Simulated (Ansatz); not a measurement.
```yaml
crystal:
  periodic: [false, false, false]
  atoms:
    - {symbol: C, position_ang: [-0.411057, 2.008525, -1.218104]}
    - {symbol: C, position_ang: [0.303829, 0.882750, -1.240752]}
    - {symbol: Zn, position_ang: [0.214882, -0.480647, 0.123106]}
    - {symbol: C, position_ang: [0.109748, -1.838149, 1.502964]}
    - {symbol: H, position_ang: [-0.340891, 2.762077, -2.001535]}
    - {symbol: H, position_ang: [-1.108029, 2.244525, -0.417163]}
    - {symbol: H, position_ang: [0.968653, 0.760455, -2.097323]}
    - {symbol: H, position_ang: [-0.719632, -1.638768, 2.186730]}
    - {symbol: H, position_ang: [-0.046634, -2.829164, 1.068722]}
    - {symbol: H, position_ang: [1.029142, -1.871593, 2.093346]}
basis:
  gaussian: {orbitals: aug-cc-pVDZ, final_grid: {core_spheres: 20, valence_spheres: 16, degree: 47}}
hamiltonian: {xc: {name: M06-2X}, pseudopotentials: {relativity: scalar}}
```

```sh
$ ansatz run in.yaml --threads 4 --pin off --events-out ev --progress --plain --max-ram 10444MiB
```

Output, abridged:

```
Error: YAML parse error: error: line 16 column 19: hamiltonian.xc: no functional is named "M06-2X"; the names, which are not case-sensitive, are SVWN5, SPW92, PBE, PBE0, PBEsol, revPBE, revPBE0, RPBE, rPW86-PBE, HSE06, wPBEh, LC-wPBE, HISS, HF, BLYP, B3LYP, B3LYP5, BHLYP, CAM-B3LYP, r2SCAN, r2SCANh, r2SCAN0, r2SCAN50, m-r2SCAN, B97, wB97, wB97X, wB97X-V, B97M-V, wB97M-V, B2PLYP, B2GP-PLYP, PBE0-DH, PBE-QIDH
14 | basis:
15 |   gaussian: {orbitals: aug-cc-pVDZ, final_grid: {core_spheres: 20, valence_spheres:…
16 | hamiltonian: {xc: {name: M06-2X}, pseudopotentials: {relativity: scalar}}
```

Q: What is wrong with this run?

A: The method's name isn't one that the program takes here. The input was rejected before any iteration.

HSE06 is defined as in plane-wave codes.
